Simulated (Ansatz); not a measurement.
AuCl₄ (SMILES [Cl][Au-]([Cl])([Cl])[Cl]), charge -1, singlet, at a GFN2-xTB geometry (such geometries of metal compounds can be far from the true shape) (core potentials on Au) (a gas-phase anion, which may not be bound at this level); HF/def2-SVP in Ansatz (a program for electronic structure).

Input for Ansatz:
Ansatz 0.2 input:
```yaml
crystal:
  periodic: [false, false, false]
  atoms:
    - {symbol: Au, position_ang: [-0.00000000, 0.00000000, -0.00000000]}
    - {symbol: Cl, position_ang: [2.10237282, -0.85465654, 0.00310144]}
    - {symbol: Cl, position_ang: [0.85465979, 2.10237254, -0.00228057]}
    - {symbol: Cl, position_ang: [-2.10237282, 0.85465654, -0.00310144]}
    - {symbol: Cl, position_ang: [-0.85465979, -2.10237254, 0.00228057]}
basis:
  gaussian:
    orbitals: def2-SVP
hamiltonian:
  xc: hf
total_charge: -1
```

It wrote (shortened):

```
Functional definition: HF
966 factors; integrals over basis functions are off by at most 7.3e-4 eV
mean field evaluation 1: about -53665.6518 eV, gradient 3.7e1 eV
mean field evaluation 2: about -53666.5518 eV, gradient 3.7e1 eV
mean field evaluation 4: about -53669.7599 eV, gradient 2.8e0 eV
mean field evaluation 8: about -53669.8110 eV, gradient 4.0e-1 eV
mean field evaluation 16: about -53656.7448 eV, gradient 4.8e1 eV
mean field -53669.81200534 eV, -1972.3292124911 hartree, gradient 4.8e-5 eV, S^2 0.000000; 0 other end points of the search recorded, 0 dependent functions left out
reference -53669.81200534 eV, -1972.3292124911 hartree; 44, 44 occupied and 60, 60 virtual orbitals, 966 factors
Total energy: -53669.81200534 eV, -1972.3292124911 hartree
```
